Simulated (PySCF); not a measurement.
Compound: C6H8FN.
SMILES with atom numbers: `[H]/[N:8]=[CH:7]/[C:5](=[CH:4]\[CH:3]=[CH:2]/[CH3:1])[F:6]` (hydrogens: H9, H10, H11 on C1; H12 on C2; H13 on C3; H14 on C4; H15 on C7; H16 on N8)

A GFN2-xTB structure was refined with PBE0/def2-SV(P) geometry optimisation, gas phase (PySCF). Its GFN2-xTB values:

| coordinate | GFN2-xTB |
| --- | --- |
| C1–C2 | 1.489 Å |
| C1–H9 | 1.090 Å |
| C2=C3 | 1.340 Å |
| C2–H12 | 1.083 Å |
| C3–C4 | 1.432 Å |
| C3–H13 | 1.080 Å |
| C4=C5 | 1.347 Å |
| C4–H14 | 1.082 Å |
| C5–F6 | 1.363 Å |
| C5–C7 | 1.444 Å |
| C7=N8 | 1.265 Å |
| C7–H15 | 1.099 Å |
| N8–H16 | 1.017 Å |
| C1–C2–C3 | 127.9° |
| C2–C3–C4 | 125.5° |
| C3–C4–C5 | 124.4° |
| C4–C5–F6 | 117.0° |
| C4–C5–C7 | 130.8° |
| C5–C7–N8 | 122.8° |
| F6–C5–C7 | 112.2° |

Q: How do these coordinates change at the PBE0/def2-SV(P) level?

A: 
```csv
coordinate,PBE0/def2-SV(P) (Å or °),change
C5–C7,1.464,+0.020
C5–F6,1.344,-0.019
C1–H9,1.106,+0.016
C2–H12,1.098,+0.015
C4–H14,1.096,+0.014
C3–H13,1.094,+0.014
C3–C4,1.444,+0.012
C2=C3,1.351,+0.011
C7=N8,1.274,+0.009
C7–H15,1.107,+0.008
N8–H16,1.024,+0.007
C4=C5,1.350,+0.003
C1–C2,1.492,+0.003
C3–C4–C5,126.1,+1.7
C5–C7–N8,124.4,+1.6
F6–C5–C7,111.2,-1.0
C4–C5–F6,118.0,+1.0
C2–C3–C4,125.0,-0.5
C1–C2–C3,128.3,+0.4
C4–C5–C7,130.8,0.0
```

The energy falls by 2.0 kcal/mol over 9 energy and gradient evaluations, the largest force component goes from 0.0201 to 2.0e-04 Eh/bohr, and the atoms move by 0.063 Å rms after alignment. Among the bonds, C5–F6 and C5–C7 change most and about equally (-0.019 to +0.020 Å). Bonds longer at the end by more than 0.005 Å: 12 of 15; shorter: 1. Rotational constants go from 3526, 1140, 866.1 to 3517, 1111, 848.7 MHz.

The run used 128 basis functions and 58 SCF cycles in all. Hardware: Arm Neoverse V2, one thread, no GPU, shared host with 96 logical CPUs at a one-minute load of 38. Cost: 45 s of wall time, 0.58 GiB resident at most.

No frequency check. One conformer, not necessarily the lowest.

Shape of the structure used: `[H]/[N:8]=[CH:7]/[C:5](=[CH:4]\[CH:3]=[CH:2]/[CH3:1])[F:6]`: C2–C3–C4–C5 180°, C4–C5–C7–N8 0°.
